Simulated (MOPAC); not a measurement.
Input file for MOPAC: PM6 on C3H8O (a complex), monomers drawn apart or pushed together.

```
PM6 1SCF PRECISE CHARGE=0 THREADS=1
C3H8O

C      0.59472112 1    -0.26677288 1    -0.04863965 1
C     -0.64630228 1     0.20186714 1    -0.04426502 1
H      0.81926557 1    -1.28237406 1    -0.35108271 1
H      1.43606230 1     0.34779284 1     0.24828459 1
H     -0.86957843 1     1.21851583 1     0.25619678 1
H     -1.48794915 1    -0.41104566 1    -0.34311878 1
C      0.12208971 1     0.30022892 1     5.69664919 1
O     -0.34296749 1    -0.91042510 1     5.12564266 1
H      1.15878507 1     0.52042582 1     5.41523211 1
H      0.08044851 1     0.18288260 1     6.77908380 1
H     -0.50410669 1     1.15686901 1     5.42015702 1
H     -0.31092113 1    -0.82160148 1     4.16483841 1
```

It printed:

```
*******************************************************************************
 **                                                                           **
 **                              MOPAC v23.2.5                                **
 **                                                                           **
 *******************************************************************************
 ** MOPAC's Digital Object Identifier: https://doi.org/10.5281/zenodo.6511958 **
 **                                                                           **
 ** Please cite the open-source release paper for use of this MOPAC version:  **
 ** J. E. Moussa and J. J. P. Stewart (2026)                                  **
 ** MOPAC: An open-source semiempirical molecular orbital program             **
 ** J. Open Source Softw., 11(119), 8025, https://doi.org/10.21105/joss.08025 **
 *******************************************************************************

                              PM6 CALCULATION RESULTS

 *******************************************************************************
 *  PM6        - The PM6 Hamiltonian to be used
 *
 *
 *
 *                 CHARGE ON SYSTEM = 0
 *
 *
 *
 *  PRECISE    - TIGHTER CRITERIA TO BE USED
 *  1SCF       - DO 1 SCF AND THEN STOP
 *  THREADS=1  - MULTI-THREADING NOT USED
 *  T=         - A TIME OF 172800.0 SECONDS REQUESTED
 *  DUMP=N     - RESTART FILE WRITTEN EVERY 7200.0 SECONDS REQUESTED
 *******************************************************************************
PM6 1SCF PRECISE CHARGE=0 THREADS=1
 C3H8O

   ATOM   CHEMICAL          X               Y               Z
  NUMBER   SYMBOL      (ANGSTROMS)     (ANGSTROMS)     (ANGSTROMS)

     1       C          0.59472112  *  -0.26677288  *  -0.04863965  *
     2       C         -0.64630228  *   0.20186714  *  -0.04426502  *
     3       H          0.81926557  *  -1.28237406  *  -0.35108271  *
     4       H          1.43606230  *   0.34779284  *   0.24828459  *
     5       H         -0.86957843  *   1.21851583  *   0.25619678  *
     6       H         -1.48794915  *  -0.41104566  *  -0.34311878  *
     7       C          0.12208971  *   0.30022892  *   5.69664919  *
     8       O         -0.34296749  *  -0.91042510  *   5.12564266  *
     9       H          1.15878507  *   0.52042582  *   5.41523211  *
    10       H          0.08044851  *   0.18288260  *   6.77908380  *
    11       H         -0.50410669  *   1.15686901  *   5.42015702  *
    12       H         -0.31092113  *  -0.82160148  *   4.16483841  *



          CARTESIAN COORDINATES

    NO.       ATOM           X           Y           Z

     1         C          0.5947     -0.2668     -0.0486
     2         C         -0.6463      0.2019     -0.0443
     3         H          0.8193     -1.2824     -0.3511
     4         H          1.4361      0.3478      0.2483
     5         H         -0.8696      1.2185      0.2562
     6         H         -1.4879     -0.4110     -0.3431
     7         C          0.1221      0.3002      5.6966
     8         O         -0.3430     -0.9104      5.1256
     9         H          1.1588      0.5204      5.4152
    10         H          0.0804      0.1829      6.7791
    11         H         -0.5041      1.1569      5.4202
    12         H         -0.3109     -0.8216      4.1648

 General Reference for PM6:
 "Optimization of Parameters for Semiempirical Methods V: Modification of NDDO Approximations
 and Application to 70 Elements", J. J. P. Stewart, J. Mol. Mod., 13, 1173-1213 (2007)
 URL: https://link.springer.com/article/10.1007/s00894-007-0233-4

           Empirical Formula: C3 H8 O  =    12 atoms



      MOLECULAR POINT GROUP   :   C1


      RHF CALCULATION, NO. OF DOUBLY OCCUPIED LEVELS = 13


 -------------------------------------------------------------------------------
 PM6 1SCF PRECISE CHARGE=0 THREADS=1
 C3H8O



     1SCF WAS SPECIFIED, SO BFGS WAS NOT USED
     SCF FIELD WAS ACHIEVED


                              PM6 CALCULATION
                                                       MOPAC v23.2.5 Linux




          FINAL HEAT OF FORMATION =        -31.82313 KCAL/MOL =    -133.14796 KJ/MOL


          COSMO AREA              =        137.65 SQUARE ANGSTROMS
          COSMO VOLUME            =        106.62 CUBIC ANGSTROMS

          IONIZATION POTENTIAL    =         10.495093 EV
          HOMO LUMO ENERGIES (EV) =        -10.495  1.024
          NO. OF FILLED LEVELS    =         13
          MOLECULAR WEIGHT        =         60.0956         POINT GROUP:  C1

          MOLECULAR DIMENSIONS (Angstroms)

            Atom       Atom       Distance
            H    10    H     6     7.31699
            H     3    H    11     3.22586
            O     8    H     4     2.98893


          SCF CALCULATIONS        =          1





   ATOM   CHEMICAL          X               Y               Z
  NUMBER   SYMBOL      (ANGSTROMS)     (ANGSTROMS)     (ANGSTROMS)

     1       C          0.59472112  *  -0.26677288  *  -0.04863965  *
     2       C         -0.64630228  *   0.20186714  *  -0.04426502  *
     3       H          0.81926557  *  -1.28237406  *  -0.35108271  *
     4       H          1.43606230  *   0.34779284  *   0.24828459  *
     5       H         -0.86957843  *   1.21851583  *   0.25619678  *
     6       H         -1.48794915  *  -0.41104566  *  -0.34311878  *
     7       C          0.12208971  *   0.30022892  *   5.69664919  *
     8       O         -0.34296749  *  -0.91042510  *   5.12564266  *
     9       H          1.15878507  *   0.52042582  *   5.41523211  *
    10       H          0.08044851  *   0.18288260  *   6.77908380  *
    11       H         -0.50410669  *   1.15686901  *   5.42015702  *
    12       H         -0.31092113  *  -0.82160148  *   4.16483841  *

                             CARTESIAN COORDINATES

   1    C        0.594721120    -0.266772880    -0.048639650
   2    C       -0.646302280     0.201867140    -0.044265020
   3    H        0.819265570    -1.282374060    -0.351082710
   4    H        1.436062300     0.347792840     0.248284590
   5    H       -0.869578430     1.218515830     0.256196780
   6    H       -1.487949150    -0.411045660    -0.343118780
   7    C        0.122089710     0.300228920     5.696649190
   8    O       -0.342967490    -0.910425100     5.125642660
   9    H        1.158785070     0.520425820     5.415232110
  10    H        0.080448510     0.182882600     6.779083800
  11    H       -0.504106690     1.156869010     5.420157020
  12    H       -0.310921130    -0.821601480     4.164838410


           Empirical Formula: C3 H8 O  =    12 atoms



      MOLECULAR POINT GROUP   :   C1


                  EIGENVALUES
 -30.09005 -27.05735 -24.74023 -20.53595 -18.06352 -16.31804 -15.36178 -15.09461
 -14.39938 -12.42984 -12.25945 -10.81425 -10.49509   1.02405   2.80087   5.08138
   5.23652   5.40981   5.52375   5.69243   6.03114   6.21423   6.30047   6.41168


              NET ATOMIC CHARGES AND DIPOLE CONTRIBUTIONS

  ATOM NO.   TYPE          CHARGE      No. of ELECS.   s-Pop       p-Pop
    1          C          -0.290602        4.2906     1.11973     3.17087
    2          C          -0.290561        4.2906     1.11973     3.17083
    3          H           0.146457        0.8535     0.85354
    4          H           0.144122        0.8559     0.85588
    5          H           0.144128        0.8559     0.85587
    6          H           0.146460        0.8535     0.85354
    7          C          -0.184283        4.1843     1.08294     3.10134
    8          O          -0.513412        6.5134     1.81332     4.70009
    9          H           0.121021        0.8790     0.87898
   10          H           0.153987        0.8460     0.84601
   11          H           0.121042        0.8790     0.87896
   12          H           0.301642        0.6984     0.69836
 DIPOLE           X         Y         Z       TOTAL
 POINT-CHG.     0.721     1.883    -0.345     2.046
 HYBRID        -0.027    -0.068    -0.391     0.398
 SUM            0.694     1.815    -0.736     2.078


          ATOMIC ORBITAL ELECTRON POPULATIONS

     Atom    s        px        py        pz
    1  C   1.11973   1.04724   1.10939   1.01424
    2  C   1.11973   1.04890   1.10773   1.01421
    3  H   0.85354
    4  H   0.85588
    5  H   0.85587
    6  H   0.85354
    7  C   1.08294   1.09747   0.90186   1.10201
    8  O   1.81332   1.90331   1.43933   1.35746
    9  H   0.87898
   10  H   0.84601
   11  H   0.87896
   12  H   0.69836

 **********************
 *                    *
 * JOB ENDED NORMALLY *
 *                    *
 **********************




 == MOPAC DONE ==
```

The run finished.

Cost: very roughly 0.04 core-seconds.
